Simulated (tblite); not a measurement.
A geometry optimisation, step by step.

Compound: C₆H₁₁O₂P.
Atom-mapped SMILES: `[CH2:1]=[CH:2][P@:3](=[O:4])([CH2:5][CH3:6])[C:7]([CH3:8])=[O:9]` (hydrogens: H10, H11 on C1; H12 on C2; H13, H14 on C5; H15, H16, H17 on C6; H18, H19, H20 on C8)

Computed with GFN2-xTB (tblite), gas phase: L-BFGS steps from a force-field or distance-geometry start until the largest atomic force falls under 0.01 eV/Å. 4 of its 133 geometries are shown.

Step 0: E = -791.3239 eV, largest atomic force 3.616 eV/Å
```
atom  x, y, z in Å  |  force x, y, z in eV/Å
C1     -2.011   -2.183   -0.348   -0.525  -0.374  -0.269
C2     -0.856   -1.758   -0.834   -0.475   0.162   0.161
P3     -0.069   -0.406    0.072   -1.953  -1.066   2.850
O4     -0.028   -0.820    1.494    0.569   0.227  -0.118
C5     -1.242    0.991   -0.097   -0.422  -0.099  -1.644
C6     -0.607    2.312    0.189    0.403   1.315   0.889
C7      1.529   -0.007   -0.587    2.079   1.195  -2.241
C8      2.804   -0.300    0.141    0.439  -0.762   0.152
O9      1.614    0.532   -1.688   -0.494  -0.440   0.861
H10    -2.508   -1.753    0.525    0.412  -0.127  -0.379
H11    -2.546   -3.004   -0.844    0.236   0.344   0.357
H12    -0.412   -2.213   -1.680    0.359  -0.251  -0.621
H13    -1.624    0.926   -1.135    0.078   0.319   0.244
H14    -2.111    0.839    0.548    0.316  -0.332   0.193
H15    -0.090    2.259    1.178   -0.200   0.043  -0.705
H16     0.115    2.663   -0.573   -0.400  -0.395   0.371
H17    -1.389    3.090    0.303    0.420  -0.312  -0.181
H18     2.886    0.202    1.112   -0.296  -0.158  -0.206
H19     2.914   -1.403    0.323   -0.229   0.931  -0.090
H20     3.628    0.044   -0.512   -0.318  -0.221   0.376
```

Step 44: E = -791.9153 eV, largest atomic force 0.107 eV/Å
```
atom  x, y, z in Å  |  force x, y, z in eV/Å
C1     -1.872   -2.421   -0.308    0.041   0.013  -0.017
C2     -0.851   -1.722   -0.771   -0.106  -0.011  -0.009
P3     -0.167   -0.327    0.178   -0.032   0.019  -0.008
O4     -0.005   -0.561    1.620    0.013  -0.028   0.000
C5     -1.226    1.139   -0.196    0.023   0.009   0.013
C6     -0.519    2.384    0.323    0.013  -0.006  -0.008
C7      1.432   -0.051   -0.766   -0.016   0.017  -0.074
C8      2.640   -0.323    0.059    0.007   0.027  -0.023
O9      1.416    0.260   -1.928    0.016  -0.005   0.095
H10    -2.336   -2.169    0.632    0.036  -0.025   0.060
H11    -2.273   -3.269   -0.840   -0.047  -0.005   0.009
H12    -0.380   -1.951   -1.716    0.001   0.018  -0.039
H13    -1.446    1.216   -1.261    0.032  -0.045   0.051
H14    -2.150    0.958    0.362   -0.015   0.024  -0.083
H15    -0.231    2.233    1.365   -0.003   0.031  -0.070
H16     0.378    2.577   -0.267   -0.029   0.020   0.064
H17    -1.166    3.259    0.263    0.025  -0.068   0.006
H18     2.543    0.213    1.002    0.001  -0.014   0.027
H19     2.652   -1.388    0.295   -0.016   0.032   0.020
H20     3.554   -0.045   -0.459    0.056  -0.001  -0.015
```

Step 88: E = -792.0183 eV, largest atomic force 0.039 eV/Å
```
atom  x, y, z in Å  |  force x, y, z in eV/Å
C1     -1.644   -2.621   -0.179   -0.007  -0.024   0.008
C2     -1.113   -1.607   -0.838    0.005   0.029  -0.014
P3     -0.255   -0.310    0.096   -0.004  -0.011  -0.004
O4     -0.133   -0.548    1.540    0.003  -0.005   0.006
C5     -1.122    1.253   -0.362    0.009   0.008   0.017
C6     -0.489    2.397    0.413    0.009   0.017   0.014
C7      1.387   -0.145   -0.808   -0.006   0.029  -0.025
C8      2.560   -0.324    0.090   -0.002  -0.010   0.000
O9      1.421    0.083   -1.987   -0.010  -0.001  -0.001
H10    -1.551   -2.671    0.895   -0.004   0.013  -0.003
H11    -2.179   -3.421   -0.665    0.015  -0.013   0.001
H12    -1.158   -1.504   -1.912   -0.005   0.010   0.001
H13    -1.053    1.409   -1.439    0.006  -0.015  -0.006
H14    -2.172    1.126   -0.086   -0.006   0.007   0.009
H15    -0.503    2.175    1.479   -0.003  -0.015  -0.011
H16     0.548    2.537    0.108    0.006   0.001  -0.014
H17    -1.025    3.329    0.245   -0.021   0.007  -0.007
H18     2.433    0.318    0.961   -0.003   0.003   0.010
H19     2.545   -1.351    0.454    0.007  -0.024   0.025
H20     3.498   -0.115   -0.418    0.011  -0.004  -0.006
```

Step 132: E = -792.0222 eV, largest atomic force 0.010 eV/Å
```
atom  x, y, z in Å  |  force x, y, z in eV/Å
C1     -1.581   -2.643   -0.200    0.003  -0.001  -0.001
C2     -1.109   -1.587   -0.840    0.003   0.003  -0.009
P3     -0.266   -0.290    0.107    0.001  -0.005   0.003
O4     -0.144   -0.538    1.549   -0.003  -0.002   0.006
C5     -1.146    1.267   -0.344    0.000   0.002   0.001
C6     -0.490    2.432    0.381    0.001   0.002   0.003
C7      1.380   -0.124   -0.788    0.000   0.005  -0.003
C8      2.540   -0.384    0.108   -0.003   0.000  -0.001
O9      1.428    0.160   -1.954   -0.003  -0.001   0.002
H10    -1.466   -2.716    0.870    0.002   0.007   0.001
H11    -2.090   -3.453   -0.698    0.005   0.003   0.000
H12    -1.182   -1.455   -1.910   -0.003  -0.004   0.003
H13    -1.122    1.402   -1.425    0.002  -0.005  -0.007
H14    -2.184    1.142   -0.022   -0.006   0.002   0.003
H15    -0.415    2.207    1.444   -0.002   0.005  -0.002
H16     0.512    2.608   -0.006   -0.003  -0.006   0.002
H17    -1.073    3.343    0.257    0.004   0.002   0.001
H18     2.479    0.303    0.953    0.004  -0.003  -0.004
H19     2.433   -1.388    0.518    0.001  -0.001  -0.003
H20     3.490   -0.277   -0.411   -0.003  -0.001   0.004
```

Question: Summarise the path.

Answer: The energy falls by 67.38 kJ/mol from step 0 to step 132; nine tenths of that is first reached at step 54. It rises by more than 0.2 meV at step 53. The largest force goes from 3.616 to 0.010 eV/Å. Among the bonds P3–C7 changes most, from 1.774 to 1.882 Å; the atoms move by 0.611 Å rms after alignment.

Question: Follow the three bonds and two angles with the largest change from start to end.

Answer: 
```csv
step,E above end (kJ/mol),largest force (eV/Å),P3–C7 (Å),C8–H19 (Å),C6–H15 (Å),P3–C7–C8 (°),C2–P3–C7 (°)
0,67.38,3.616,1.774,1.124,1.118,122.8,112.0
6,24.76,0.310,1.904,1.092,1.091,117.1,107.5
11,19.50,0.242,1.890,1.089,1.087,116.2,107.2
17,15.94,0.211,1.879,1.090,1.091,112.5,105.3
23,15.02,0.087,1.881,1.092,1.090,111.8,104.8
29,13.99,0.125,1.878,1.091,1.087,111.3,103.8
34,12.45,0.163,1.884,1.091,1.092,112.0,102.4
40,10.91,0.101,1.886,1.092,1.088,112.3,100.1
46,9.87,0.166,1.873,1.090,1.090,113.4,99.6
52,7.21,0.314,1.878,1.092,1.086,113.6,99.7
57,4.53,0.135,1.883,1.090,1.091,114.1,100.7
63,2.51,0.123,1.881,1.089,1.088,114.1,102.3
69,1.24,0.087,1.878,1.090,1.089,114.1,102.6
75,0.75,0.039,1.882,1.091,1.089,113.6,102.9
80,0.61,0.048,1.882,1.090,1.090,113.4,103.2
86,0.42,0.030,1.882,1.090,1.089,112.9,103.1
92,0.32,0.021,1.882,1.091,1.089,112.5,103.2
98,0.29,0.019,1.882,1.090,1.089,112.4,103.2
103,0.23,0.031,1.882,1.091,1.089,112.5,103.0
109,0.10,0.030,1.881,1.090,1.089,112.4,102.4
115,0.07,0.014,1.881,1.091,1.089,112.5,102.4
121,0.05,0.029,1.882,1.091,1.089,112.5,102.4
126,0.02,0.013,1.883,1.090,1.089,112.3,102.7
132,0.00,0.010,1.882,1.091,1.089,112.3,102.8
```

The cost below is that of the whole relaxation. On one thread of an Arm Neoverse V1, shared host with 32 logical CPUs at a one-minute load of 17, this took 1.1 s.
